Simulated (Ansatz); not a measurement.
A geometry relaxed with PBE0-D4/def2-TZVP (Ansatz, a quantum-chemistry and plane-wave program), charge 0, multiplicity 2:

```xyz
9

C      0.2790    -0.3490     0.3735
C      1.3729     0.2866    -0.0144
H      2.3449     0.0384     0.3940
H     -1.7880     0.1865     0.6807
H      0.3336    -1.1421     1.1162
O     -1.2112     0.9242    -1.0752
H     -1.5597    -0.9693    -0.5688
C     -1.0925    -0.0527    -0.1512
H      1.3210     1.0774    -0.7546
```

Problem. Write the SMILES of this molecule.

Solution. `C=CC[O]`
